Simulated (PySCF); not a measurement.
## Worked example: refractive index and permittivity of the vapour

CH₆F₂Si₃, SMILES F[Si@@H]1C[Si@H](F)[SiH2]1.

Geometry: PBE0-D3(BJ)/def2-SVP. The structure was generated by enumeration; whether it is a known compound was not checked.

PBE0/def2-TZVP run with PySCF gives a mean static polarisability of 90.0 bohr³ and a dipole moment of 2.74 D. Take an ideal gas at 298.15 K and 0.1 bar, whether or not the substance is that volatile.

Problem. Work out n − 1 in the optical limit and the static ε − 1.

Solution. 
Polarisability volume α' = 90.0 × 0.148185 = 13.34 Å³. Number density N = p/kT = 2.43e-6 Å⁻³.
Dilute limit of Lorentz–Lorenz: n − 1 = 2π N α' = 0.00020.
Orientation term of Debye: μ²/(3kT) = 8.098 Å³ × μ²(D²) = 60.80 Å³.
ε − 1 = 4π N (α' + μ²/3kT) = 0.0023. Orientation of the dipole supplies 82 % of the static response; it can't follow optical fields. Vibrational polarisation and dispersion are left out.
